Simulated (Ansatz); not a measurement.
`[NH2][AlH][Cl]` + `BrC[SiH2]Br` → `[NH2][Al]([Cl])[Br]` + `C[SiH2]Br`  (redistribution)

Computed with Ansatz on PBE0-D4/def2-TZVP structures; ΔE is electronic, products minus reactants. CCSD(T)/CBS adds triple-zeta CCSD(T) − MP2 to the extrapolated MP2 energy (def2 sets, frozen cores). DFT in def2-TZVPP. For Br outer-core shells are correlated without core-valence functions, which leaves a few kJ/mol of doubt a bond. Scalar relativity is left out up to krypton. One conformer a species, not always the lowest.

`[NH2][AlH][Cl]`:

Z-matrix (Å, degrees):
```
N
Al 1 1.756
H 1 1.007 2 125.0
H 1 1.007 2 124.3 3 180.0
Cl 2 2.098 1 117.5 3 0.0
H 2 1.570 1 121.9 3 -180.0
```

`BrC[SiH2]Br`:

Cartesian coordinates in Å:
```
Br -0.842 1.913 1.163
C -0.896 0.384 -0.042
Si 0.810 -0.377 0.015
Br 0.832 -2.142 -1.342
H -1.675 -0.285 0.318
H -1.163 0.758 -1.029
H 1.116 -0.842 1.385
H 1.818 0.591 -0.468
```

`[NH2][Al]([Cl])[Br]`:

Cartesian coordinates in Å:
```
N 0.623 -0.803 0.238
Al -0.434 0.539 -0.126
Cl -1.744 1.252 1.328
Br -0.379 1.492 -2.152
H 0.653 -1.280 1.124
H 1.281 -1.200 -0.412
```

`C[SiH2]Br`:

Cartesian coordinates in Å:
```
C 0.356 -0.938 -0.193
Si -0.451 0.695 0.175
Br 1.081 2.313 0.143
H -0.392 -1.735 -0.178
H 1.121 -1.167 0.552
H 0.826 -0.923 -1.178
H -1.070 0.709 1.523
H -1.472 1.044 -0.843
```

```tsv
level	ΔE (kJ/mol)
ωB97X-V	-220.1
B2PLYP	-221.7
PBE	-213.5
HF/def2-TZVPP	-234.3
MP2/def2-TZVPP	-224.9
CCSD(T)/def2-TZVPP	-219.7
MP2/def2-QZVPP	-226.4
MP2/CBS(def2)	-227.7
```

(1) What does CCSD(T)/CBS give? (Estimate.)

Largest T1 diagnostic among the species: 0.009.

## Answers

(1) Ansatz gave: -222.5 kJ/mol. The listed levels differ from it by 2.4, 0.8, 9.0, -11.8, -2.4, 2.8, -3.9, -5.2 kJ/mol.

From PBE to PBE0 (25 % exact exchange), in def2-TZVPP and without D4, ΔE moves by −9.1 kJ/mol. In def2-TZVPP, CCSD(T) changes the Hartree–Fock value by +14.6 kJ/mol (the triples alone add +2.8 kJ/mol) and MP2 by +9.4 kJ/mol.
